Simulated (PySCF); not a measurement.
Geometry (Å), atoms numbered from 1 in this order:
```xyz
11

Ru   -0.0001   -0.0002   -0.0003
O     0.0172    0.0107    1.7161
O    -0.0171   -0.0103   -1.7167
O     2.0224   -0.1530   -0.0201
H     2.2242    0.7911   -0.0317
O    -2.0226    0.1530    0.0199
H    -2.2245   -0.7911    0.0306
O     0.1539    2.0223   -0.0144
H    -0.7901    2.2246   -0.0033
O    -0.1536   -2.0226    0.0141
H     0.7905   -2.2246    0.0059
```

Total charge -2.

Geometry: PBE0-D3(BJ)/def2-SVP; GIAO absolute shieldings from PySCF, gas phase, scalar relativity only through the core potential, averaged over equivalent atoms.

At PBE0/pcSseg-1 (def2-TZVP on Ru) (162 basis functions, 18 s wall time on 1 thread of an Arm Neoverse V1, shared host):
| atoms | σ (ppm) |
| --- | --- |
| O2/O3 | -418.7 |
| O4/O6/O8/O10 | 241.8 |
| H5/H7/H9/H11 | 28.99 |

**Question.** Estimate the result of repeating the calculation with B3LYP/pcSseg-1 (def2-TZVP on Ru).

**Answer.** 
| atoms | σ at B3LYP/pcSseg-1 (def2-TZVP on Ru) | change |
| --- | --- | --- |
| O2/O3 | -423.3 | -4.6 |
| O4/O6/O8/O10 | 228.4 | -13.4 |
| H5/H7/H9/H11 | 28.93 | -0.06 |

The largest change is at O4/O6/O8/O10 (oxygen bonded to Ru, H). Cost: 162 basis functions, 18 s wall time on 1 thread of an Arm Neoverse V1, shared host.

Ru is described by an effective core potential, so it has no shielding of its own here; spin–orbit effects on the atoms bonded to it, which can be large, are absent, and the values of these neighbours are rough.
